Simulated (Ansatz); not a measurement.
Ansatz results at the PBE0-D4/def2-TZVP geometry: LUMO energy (ωB97M-V/def2-TZVPP) 1.79 eV; HOMO energy (ωB97M-V/def2-TZVPP) -9.06 eV; size of the dipole moment (PBE/def2-TZVPP) 1.76 D.

Each molecule was computed in one conformer, which needn't be the lowest.

Which molecule gave them?
A. `O[SiH]1C=C1S`
B. `[AsH2][SiH]1CO1`
C. `O=CC([SiH3])=S`
D. `FC1=CCC1Cl`

A. The others give `FC1=CCC1Cl`: 1.95, -9.81, 2.24; `O=CC([SiH3])=S`: -1.66, -9.23, 0.87; `[AsH2][SiH]1CO1`: 1.21, -9.71, 1.73.
